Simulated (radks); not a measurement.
Values are calculated unless marked as measured or tabulated.
Problem. Radial electron density D(r) = 4 pi r^2 rho(r) of an atom or ion with 57 electrons. Level of theory: scalar-relativistic Kohn-Sham, PBEsol, spin-polarised, spherical densities, point nucleus (a radial shooting solver on a logarithmic mesh with Libxc functionals).

```
   r/bohr * D(r) (the largest magnitude, 105, reaches the edge; | marks zero)
 0.001247 |  *
 0.001637 |   *
 0.002165 |     *
 0.002842 |        *
 0.003761 |             *
 0.004976 |                  *
 0.006531 |                         *
 0.008642 |                                *
  0.01134 |                                      *
  0.01501 |                                         *
   0.0197 |                                        *
  0.02607 |                                     *
  0.03421 |                                     *
  0.04527 |                                           *
  0.05942 |                                                    *
  0.07862 |                                                      *
   0.1032 |                                              *
   0.1365 |                                        *
   0.1807 |                                               *
   0.2371 |                                            *
   0.3138 |                         *
   0.4118 |                  *
   0.5449 |                     *
   0.7153 |                *
   0.9464 |       *
    1.242 |    *
    1.644 |  *
    2.157 |*
    2.854 *
    3.747 *
    4.957 *
```

What is the nuclear charge?

Solution. Z = 61. The innermost maximum, from 1s, lies near gamma/Z bohr with gamma = sqrt(1 - (Z/c)^2) = 0.895, here 0.0147 bohr (found: 0.0161), and its height grows with Z. The density is that of the promethium ion Pm4+ in [Xe] 4f3; the configuration itself is not fixed sharply by these data, and Z only to a few units. D(r) has 4 maxima, at r = 0.0161, 0.0714, 0.200, 0.549 bohr, and minima at 0.0308, 0.132, 0.399 bohr, inside which lie 1.94, 11.19, 29.07 electrons.
